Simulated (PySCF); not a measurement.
Ligands exchanged one at a time, Sn OH-C2H5. All species are isolated molecules in the gas phase. One relaxed conformer stands for each flexible species; it need not be the lowest. Strings in code marks are SMILES.

Level of theory: PBE-D3(BJ)/def2-TZVP // B3LYP-D3(BJ)/def2-SVP in PySCF. All candidates: neutral, multiplicity 1. Excitations are Tamm–Dancoff values on a coarser integration grid. The basis has no diffuse functions, so Rydberg states are missing or too high.

The HOMO–LUMO gap comes out as 5.62 eV. The LUMO comes out as -0.25 eV and the S1 excitation (TDA) comes out as 5.75 eV.

Task: Which member has these values?
A) `[OH][Sn]([OH])([OH])[OH]`
B) `C[CH2][Sn]([CH2]C)([CH2]C)[CH2]C`
C) `C[CH2][Sn]([OH])([OH])[OH]`
D) `C[CH2][Sn]([OH])([OH])[CH2]C`

Result: B, `C[CH2][Sn]([CH2]C)([CH2]C)[CH2]C`. The others give `C[CH2][Sn]([OH])([OH])[OH]`: 4.67 eV, -1.93 eV, 5.06 eV; `C[CH2][Sn]([OH])([OH])[CH2]C`: 4.94 eV, -1.21 eV, 5.29 eV; `[OH][Sn]([OH])([OH])[OH]`: 4.44 eV, -2.92 eV, 4.62 eV
